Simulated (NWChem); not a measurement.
System: CH₃Cd, doublet; SMILES [CH3][Cd]

```xyz
5

Cd     0.0000     0.0000    -0.2332
C      0.0000     0.0000     2.0060
H      0.7398     0.7398     2.3416
H      0.2708    -1.0106     2.3416
H     -1.0106     0.2708     2.3416
```
Atoms are numbered in this order, from 1.

Level: PBE0/def2-SVP with def2 effective core potentials on Cd, spin-unrestricted (NWChem), optimised geometry, unscaled harmonic frequencies. In the optimisation the excess spin sits in a1 (C3v, its own frame). The spin multiplicity was typed, not searched, and may not be the lowest. def2 effective core potentials on Cd; no spin-orbit coupling.

```tsv
frequency (cm⁻¹)	IR intensity (km/mol)
357	4.0
585	4.6
585	4.6
1036	28.0
1410	3.5
1410	3.5
3065	10.1
3205	2.9
3205	2.9
```

```json
{
  "zero_point_energy": "21.2 kcal/mol",
  "thermal correction to the enthalpy at 298.15 K (with zero-point energy)": "24.1 kcal/mol",
  "heat capacity Cv": "10.2 cal/(mol K)"
}
```

Rigid rotor and harmonic oscillator.
